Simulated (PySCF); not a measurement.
Computed vibrations of [Er(H2S)2]3+

[Er(H2S)2]3+ (singlet in the valence; each metal's 4f electrons, 11 of them, lie in its core potential, out of spins and levels). PySCF 2.14.0, RKS PBE0, Er lcecp-1-SVP with ECP57, S def2-SVP, H def2-SVP; non-relativistic Hamiltonian with scalar-relativistic core potentials where named; density fitting; no spin-orbit coupling. Central differences of gradients.

```xyz
7

Er    0.0000    0.0000    0.0000
S     0.0000   -0.0126    2.7874
H     1.0359    0.7356    3.2838
H    -1.0359    0.7356    3.2838
S     0.0000    0.0126   -2.7874
H     1.0359   -0.7356   -3.2838
H    -1.0359   -0.7356   -3.2838
```

Run from Python with OMP_NUM_THREADS=2. Where DIIS fails, smearing, a level shift and second-order steps follow.
It took 35 s on 2 threads of Arm Neoverse V1, on a shared host.

**Question.** What are the harmonic wavenumbers and infrared intensities?

**Answer.** Modes are labelled in C2h; negative numbers are unstable modes, those under 60 cm⁻¹ near the noise; a finer grid moves soft modes by up to 10 cm⁻¹.
```tsv
cm⁻¹	km/mol	symmetry
-116	–	au
-66	–	bu
-43	–	au
195	0.0	ag
220	123.6	bu
338	166.2	bu
379	0.0	ag
486	6.0	au
513	0.0	bg
1119	22.6	bu
1123	0.0	ag
2558	709.0	bu
2565	0.0	ag
2585	454.8	au
2585	0.0	bg
```

**Question.** Is this a minimum?

**Answer.** No: 3 unstable; the lowest moves the atoms so:
```
Er  -0.02  0.00  0.00
S    0.04  0.00  0.00
H    0.32 -0.39  0.01
H    0.32  0.39 -0.01
S    0.04  0.00  0.00
H    0.32  0.39 -0.01
H    0.32 -0.39  0.01
```

An lcecp potential fixes the number of 4f electrons, so in runs with it no electron can move into or out of that shell.
